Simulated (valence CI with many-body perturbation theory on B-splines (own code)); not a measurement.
Results of a calculation; reference values are marked as such.
# A CI+MBPT run for Ni7+

Method: configuration interaction combined with many-body perturbation theory (CI+MBPT): three valence electrons over a frozen Dirac-Fock core [Ar], a basis of 3 s, 3 p, 2 d, 2 f functions for each j, with the one-electron correlation potential Σ1 (screened to all orders), the two-electron term Σ2, the three-electron term Σ3, Breit, model QED; selected single and double excitations, second order for the rest, scaled by the run's own slope (own B-spline code, finite nucleus).

Command, and the settings that its task file holds:

```sh
python run_cv.py task.json out
```

```
atom Ni  Z=28  mass_number=58  rms_radius_fm=3.7757
core [Ar]
valence 3d3
avg = 1
basis = S
breit = 1
cap = 10000
capref = 1200
cscale = 1
de = 0.0
dress = 0
eps = 2e-08
extrap = 1
h = 0.27
hh = 1
l2 = 3
lcore = 6
maxit = 60
n2 = 5
natural = 1
nlev = 20
nno = [0, 0, 0, 0, 0]
nroot = 26
nsp = [3, 3, 2, 2, 0]
pt2 = 1
qed = 1
rpa = 1
s1 = 1
s2 = 1
s3 = 1
screen = 1
tol = 2e-05
whole = 1
```

It took 7.1 s on 1 thread of Intel(R) Xeon(R) 6975P-C (Granite Rapids) (shared host).

Log. The first blocks belong to the next ion, which gives the ionisation energy. Fields: 2J, parity (1 odd), roots, reference size, generating configurations, candidates as configurations/state functions, variational space P, stored matrix elements, Davidson steps; e2 is the range of second-order energies in hartree. The first line gives the box (bohr), its intervals, the orbitals and the steps of their self-consistent field. Window is the range of levels sought, series limit the energy at which the first omitted orbital would enter, core excitation an estimate of the first excitation out of the core, left out the lowest levels not solved, and shifts from estimates the range by which levels moved from their first estimate, all in cm⁻¹.

```
rmax 13.1 intervals 64 orbitals 17 references ['3d3', '3d2 4s', '3d2 4p'] scf 5 t 0.8
2J=4 par=0 roots 2 ref 42 generators 4 cand 17/17 P 59/59 nnz 0 it 0
2J=4 par=0 roots 2 ref 42 generators 7 cand 0/0 P 59/59 nnz 0 it 0
   second order: generators 8 cand 6/6 e2 -0.00000 -0.00000
2J=6 par=0 roots 2 ref 32 generators 7 cand 12/12 P 44/44 nnz 0 it 0
2J=6 par=0 roots 2 ref 32 generators 7 cand 1/1 P 45/45 nnz 0 it 0
   second order: generators 8 cand 0/0 e2 -0.00000 -0.00000
2J=8 par=0 roots 2 ref 24 generators 3 cand 5/5 P 29/29 nnz 0 it 0
2J=8 par=0 roots 2 ref 24 generators 5 cand 0/0 P 29/29 nnz 0 it 0
   second order: generators 5 cand 6/6 e2 -0.00000 -0.00000
reference levels 433, estimated 41, window 395435 1/cm; series limit 964341, core excitation 494293
2J=3 par=0 roots 6 ref 32 generators 8 cand 15/28 P 202/415 nnz 0 it 0
2J=3 par=0 roots 6 ref 32 generators 9 cand 25/50 P 227/465 nnz 0 it 0
   second order: generators 22 cand 167/321 e2 -0.00000 -0.00000
2J=5 par=0 roots 6 ref 34 generators 6 cand 0/0 P 183/420 nnz 0 it 0
2J=5 par=0 roots 6 ref 34 generators 11 cand 25/59 P 208/479 nnz 0 it 0
   second order: generators 20 cand 180/387 e2 -0.00000 -0.00000
2J=7 par=0 roots 4 ref 25 generators 4 cand 4/5 P 149/351 nnz 0 it 0
2J=7 par=0 roots 4 ref 25 generators 6 cand 32/79 P 181/430 nnz 0 it 0
   second order: generators 11 cand 141/301 e2 -0.00000 -0.00000
2J=9 par=0 roots 4 ref 18 generators 6 cand 15/26 P 134/270 nnz 0 it 0
2J=9 par=0 roots 4 ref 18 generators 6 cand 26/59 P 160/329 nnz 0 it 0
   second order: generators 13 cand 119/228 e2 -0.00000 -0.00000
2J=1 par=0 roots 3 ref 19 generators 5 cand 4/5 P 169/239 nnz 0 it 0
2J=1 par=0 roots 3 ref 19 generators 9 cand 32/43 P 201/282 nnz 0 it 0
   second order: generators 19 cand 136/187 e2 -0.00000 -0.00000
2J=11 par=0 roots 1 ref 6 generators 1 cand 21/36 P 57/113 nnz 0 it 0
2J=11 par=0 roots 1 ref 6 generators 1 cand 7/12 P 64/125 nnz 0 it 0
   second order: generators 3 cand 79/148 e2 -0.00000 -0.00000
left out: unestimated 572216, estimated 475904, shifts from estimates -0 to 0
operators 0.6
```

The Davidson iterations converged. The settings are bad on purpose, so the numbers may not be properties of the ion.

Set against measurement, 6 paired levels are off by 1018 cm⁻¹ on average, the worst by 2121. These come from a selection out of Corliss and Sugar, J. Phys. Chem. Ref. Data 10, 197 (1981). Levels without a partner in it may be off by more, other configurations by 1,000 to 8,000 cm⁻¹. The list stops below the first excitations out of the core. Only levels of the ground parity were solved; by the run's estimate the other parity begins above the list, which can be wrong where configurations are misplaced.

```yaml
Valence_energy: -21.28934 hartree
Ionisation_energy: "162 eV (NIST: 162 ± 2.1 eV (theoretical))"
Reference_configurations_for_the_orbitals: 3d3, 3d2 4s, 3d2 4p
Radial_orbitals: 17
Box_radius: 13.13 bohr
Largest_variational_space: 479
Lowest_levels: 3d³ ⁴F_3/2 0.0, 3d³ ⁴F_5/2 936, 3d³ ⁴F_7/2 2158, 3d³ ⁴F_9/2 3603, 3d³ ⁴P_1/2 25213, 3d³ ⁴P_3/2 25525, 3d³ ⁴P_5/2 26790, 3d³ ²G_7/2 27340, 3d³ ²G_9/2 28481, 3d³ ²P_3/2 36064, 3d³ ²P_1/2 36626, 3d³ ²H_9/2 37011, 3d³ ²H_11/2 37732, 3d³ ²D_5/2 [a] 39843 cm⁻¹
```

Names give the largest LS component (configuration and term), which can be under half, so a name can repeat, a term be missing and a line seem to break the LS rules; names also repeat where a configuration has a term twice. Letters in brackets count levels of one name in rising energy.
